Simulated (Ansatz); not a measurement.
```xyz
3

Cl    0.0000    0.0000   -2.0944
Cd    0.0000    0.0000    0.0000
Cl    0.0000    0.0000    2.0944
```

Basis set: def2-TZVP (spherical functions, with the set's core potentials past Kr). Left uncorrelated: 10 orbitals. Charge 0, multiplicity 1.

Computed with Ansatz (development build ahead of 0.2.0); each method stands on the lowest determinant of its kind that the runs found. Restricted open shells among the atoms or ions are ROHF, correlated in semicanonical orbitals with singles.

The atomization energy at this shape (free ground-state atoms in the same class of orbitals less the molecule, no zero-point energy) of singlet CdCl2:

```json
{"method": "RHF", "atomization energy": "3.89 eV"}
```

Task: What does RHF-MP2 give?

Result: 5.46 eV. Caution: the shape is not the minimum.
